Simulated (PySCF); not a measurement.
## Electric field gradients and quadrupole coupling constants

C2H9ClOSi2.
Atom-mapped SMILES: `[CH3:1][SiH2:2][O:3][Si@@H:4]([CH3:5])[Cl:6]` (hydrogens: H7, H8, H9 on C1; H10, H11 on Si2; H12 on Si4; H13, H14, H15 on C5)

Geometry (GFN2-xTB, Å), atoms numbered from 1 in this order:
```
atom  x, y, z in Å
C1    -2.7031    0.1572   -0.3356
Si2   -1.3861   -1.0015    0.3787
O3     0.0540   -0.2319    0.4205
Si4    1.2153    0.8167    0.0297
C5     2.8830   -0.0739    0.1164
Cl6    0.8896    1.4820   -1.8449
H7    -3.6759   -0.3233   -0.3776
H8    -2.4455    0.4702   -1.3447
H9    -2.8048    1.0575    0.2657
H10   -1.1793   -2.1796   -0.4649
H11   -1.6255   -1.3344    1.7824
H12    1.0839    1.9446    0.9447
H13    2.9193   -0.9227   -0.5628
H14    3.6977    0.5942   -0.1473
H15    3.0727   -0.4473    1.1179
```

Field gradients from the PBE0/pcSseg-1 density (PySCF, non-relativistic), principal values in atomic units, ordered |Vxx| ≤ |Vyy| ≤ |Vzz|:

```csv
atom,Vxx,Vyy,Vzz
O3,-0.4652,-0.6307,1.0958
Cl6,-0.8704,-1.0234,1.8939
```

Find the asymmetry η = (Vxx − Vyy)/Vzz and the couplings χ = eQV/h (234.96 MHz × Q in barn × V in au), with Q(17O) = −0.0256 b, Q(35Cl) = −0.0817 b.

```tsv
atom	environment	nucleus	η	χzz (MHz)	χxx (MHz)	χyy (MHz)
O3	siloxane oxygen	17O	0.15	-6.59	2.80	3.79
Cl6	silicon-bound chlorine	35Cl	0.08	-36.36	16.71	19.65
```

The tensor is traceless: Vxx + Vyy + Vzz = 0.

What is Vzz at Cl6 in SI units (1 au = 9.71736 × 10²¹ V/m²)?

1.8939 au = 18.404 × 10²¹ V/m².

And the gradient at the other heavy atoms, for which no coupling is worked out here?

| atom | environment | Vzz (au) | η |
| --- | --- | --- | --- |
| C1 | Si-methyl carbon | -0.052 | 0.33 |
| Si2 | oxygen-bound silicon | 0.629 | 0.13 |
| Si4 | chlorine-bound silicon | -0.605 | 0.88 |
| C5 | Si-methyl carbon | -0.038 | 0.12 |

What couplings would deuterons (Q(2H) = 0.00286 b) have in place of the hydrogens, at this geometry?

```csv
atom,bonded to,bond length (Å),Vzz (au),η,χzz (kHz)
H7,C1,1.086,0.3262,0.00,219
H8,C1,1.087,0.3207,0.01,216
H9,C1,1.087,0.3224,0.01,217
H10,Si2,1.464,0.1592,0.02,107
H11,Si2,1.462,0.1605,0.01,108
H12,Si4,1.458,0.1613,0.01,108
H13,C5,1.088,0.3211,0.01,216
H14,C5,1.086,0.3237,0.00,218
H15,C5,1.086,0.3253,0.01,219
```

The structure is a single GFN2-xTB conformer in the gas phase; no vibrational or solvent corrections. GFN2-xTB bond lengths can be off by several hundredths of an ångström, more for odd bonds, and the gradients follow them. A larger basis could move these couplings by a tenth or more.
